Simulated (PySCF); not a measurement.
# How methods differ on the excitation energy of Cu⁺

Cu⁺ [Ar] 3d10 (1S) → Cu⁺ [Ar] 3d9 4p1 (high-spin determinant), as a difference of total energies. Computed with PySCF 2.14 in x2c-TZVPPall with one added diffuse shell each of s, p, d, f type (7s6p5d3f1g, 80 functions), with scalar relativity by spin-free X2C-1e. Correlated levels: valence: [Ar] frozen; valence and next inner shell: [Ne] frozen. The calculations carry no spin-orbit coupling.

```
                                method  excitation energy (cm⁻¹)
                                   UHF                     47706
                                   LDA                     71000
                                   PBE                     66850
                                  PBE0                     63617
                                r2SCAN                     63165
                                revPBE                     66099
                                PBEsol                     67972
                                  MN15                     68547
                                M06-2X                     61287
                         MP2 (valence)                     72733
                     SCS-MP2 (valence)                     70118
    MP2 (valence and next inner shell)                     77660
SCS-MP2 (valence and next inner shell)                     73958
```

A first-order spin-orbit estimate (lowest level to lowest level, LS coupling) adds -0.077 eV.

The determinant of the upper state mixes LS terms, which raises its energy above the lowest term, most at the Hartree-Fock and MP2 levels.
